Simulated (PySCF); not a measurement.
Peak assignment

Molfile (atoms numbered from 1):
```
C4H10O2Si2
     RDKit          3D

 18 17  0  0  0  0  0  0  0  0999 V2000
   -2.1117    2.1399   -0.4101 C   0  0  0  0  0  0  0  0  0  0  0  0
   -2.1709    1.0160   -0.0042 C   0  0  0  0  0  0  0  0  0  0  0  0
   -2.2194   -0.3526    0.4664 C   0  0  0  0  0  0  0  0  0  0  0  0
   -1.4344   -1.2940   -0.4567 C   0  0  0  0  0  0  0  0  0  0  0  0
   -0.0677   -1.0250   -0.3939 O   0  0  0  0  0  0  0  0  0  0  0  0
    0.9094   -0.3989   -1.5182 Si  0  0  0  0  0  4  0  0  0  0  0  0
    2.3029   -0.1333   -0.7564 O   0  0  0  0  0  0  0  0  0  0  0  0
    3.2183    0.4088    0.4627 Si  0  0  0  0  0  4  0  0  0  0  0  0
   -2.0672    3.1304   -0.7521 H   0  0  0  0  0  0  0  0  0  0  0  0
   -3.2599   -0.6854    0.5161 H   0  0  0  0  0  0  0  0  0  0  0  0
   -1.7830   -0.4003    1.4674 H   0  0  0  0  0  0  0  0  0  0  0  0
   -1.5847   -2.3299   -0.1277 H   0  0  0  0  0  0  0  0  0  0  0  0
   -1.8029   -1.1988   -1.4843 H   0  0  0  0  0  0  0  0  0  0  0  0
    1.2252   -1.3851   -2.5493 H   0  0  0  0  0  0  0  0  0  0  0  0
    0.4045    0.8612   -2.0556 H   0  0  0  0  0  0  0  0  0  0  0  0
    2.6332    0.0165    1.7437 H   0  0  0  0  0  0  0  0  0  0  0  0
    4.5119   -0.2290    0.2295 H   0  0  0  0  0  0  0  0  0  0  0  0
    3.2877    1.8659    0.3462 H   0  0  0  0  0  0  0  0  0  0  0  0
  1  2  3  0
  2  3  1  0
  3  4  1  0
  4  5  1  0
  5  6  1  0
  6  7  1  0
  7  8  1  0
  1  9  1  0
  3 10  1  0
  3 11  1  0
  4 12  1  0
  4 13  1  0
  6 14  1  0
  6 15  1  0
  8 16  1  0
  8 17  1  0
  8 18  1  0
M  END
```

[PySCF 2.14.0 with density-fitted response routines: geometry from GFN2-xTB; shieldings: GIAO PBE0/pcSseg-1; equivalent nuclei averaged; relativity neglected; no solvent model; one computed conformer]

Referencing at the same level of theory: ¹³C (186.93 ppm) and ¹H (31.72 ppm) against TMS.

Q: Assign these signals to the numbered atoms. ¹³C{¹H} NMR (computed): δ 88.6, 77.5, 63.6, 25.8.

A: 
88.6 → C2, alkyne carbon: sp carbons lie upfield of alkene carbons because the cylindrical π system leaves one tensor component strongly shielded
77.5 → C1, terminal alkyne carbon: the triple bond shields along its axis, which puts it between sp3 and sp2 carbons
63.6 → C4, sp3 CH2 bonded to O: deshielded by the electronegative neighbour
25.8 → C3, propargylic sp3 CH2: aliphatic region, no heteroatom directly attached

Q: Assign these signals to the numbered atoms. ¹H NMR (500 MHz, computed): δ 5.19 (s, 3H), 5.09 (s, 2H), 4.06 (t, 2H), 2.54 (m, 2H), 1.41 (t, 1H).

A: 
```tsv
δ (ppm)	atoms	environment	reason
5.19	H16/H17/H18	hydrogen on a silicon bonded to O	–
5.09	H14/H15	hydrogen on a silicon bonded to 2 O	–
4.06	H12/H13	hydrogen on an sp3 CH2 bonded to O	its carbon carries O, which withdraws density
2.54	H10/H11	hydrogen on a propargylic sp3 CH2	–
1.41	H9	hydrogen on a terminal alkyne carbon	it lies on the axis of the triple bond, in its shielding cone
```

H16/H17/H18 and H14/H15 lie closer than the usual error of such a calculation, so a measured spectrum could show them in the other order.

Shifts are as computed. Against solution values, carbons near 30 ppm lie about +3 ppm off and those near 130 ppm about +5 ppm. Of 1309 compounds with measured shifts, 239 miss one by over three times the rms of a fit or turn the order of signals round; such compounds aren't used in these exercises. Multiplicities follow the n + 1 count of equivalent neighbours, as no J values were calculated; m marks all less simple cases, F and P coupling included.
